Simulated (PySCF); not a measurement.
Si(F)2(Cl)(vinyl) (C₂H₃ClF₂Si), SMILES F[Si](C=C)(F)Cl. Atoms are numbered in the order given.

```xyz
9

C     -2.5445     0.6301     0.3515
C     -1.4208     0.8428    -0.3476
Si     0.1864     0.1318     0.1837
F     -0.0302    -0.7449     1.5202
F      1.2612     1.2765     0.5490
Cl     1.0363    -1.0582    -1.2506
H     -2.5472     0.0285     1.2663
H     -3.5078     1.0473     0.0391
H     -1.4586     1.4468    -1.2621
```

Coordinates come from a B3LYP-D3(BJ)/def2-SVP optimisation. One conformer was computed; it need not be the lowest.

All values below come from PySCF 2.14.0 with TDA-CAM-B3LYP/def2-SVPD.

Vertical excitations. Gas-phase values at a fixed geometry.

Computed UV-visible absorptions:
```tsv
state	energy (eV)	λ (nm)	f	main pairs
S1	7.01	177	0.023	HOMO−1→LUMO 60 %, HOMO−3→LUMO 31 %
S2	7.74	160	0.596	HOMO→LUMO 85 %
S3	8.01	155	0.045	HOMO→LUMO+1 61 %, HOMO→LUMO+2 29 %
S4	8.29	150	0.011	HOMO−2→LUMO 77 %
S5	8.44	147	0.009	HOMO−3→LUMO 28 %, HOMO→LUMO+2 19 %, HOMO−1→LUMO 13 %, HOMO−2→LUMO 10 %
S6	8.56	145	0.028	HOMO→LUMO+2 32 %, HOMO→LUMO+1 21 %, HOMO−3→LUMO 16 %, HOMO−1→LUMO 11 %
S7	8.89	139	0.033	HOMO−2→LUMO+1 25 %, HOMO−4→LUMO 18 %, HOMO−1→LUMO+1 9 %, HOMO−6→LUMO 9 %
S8	8.93	139	0.021	HOMO→LUMO+3 34 %, HOMO−2→LUMO+1 27 %, HOMO−4→LUMO 8 %, HOMO−2→LUMO+2 6 %
S9	9.02	137	0.010	HOMO→LUMO+3 45 %, HOMO−4→LUMO 18 %, HOMO−6→LUMO 9 %, HOMO−2→LUMO+1 7 %
S10	9.06	137	0.048	HOMO−1→LUMO+1 53 %
T1	4.18	297	0	HOMO→LUMO 91 %
T2	6.39	194	0	HOMO−1→LUMO 61 %, HOMO−3→LUMO 33 %
T3	7.81	159	0	HOMO→LUMO+1 61 %, HOMO→LUMO+2 25 %
T4	7.93	156	0	HOMO−3→LUMO 25 %, HOMO−1→LUMO 15 %, HOMO→LUMO+2 13 %, HOMO−4→LUMO 13 %
```
Triplets are in the Tamm–Dancoff approximation.
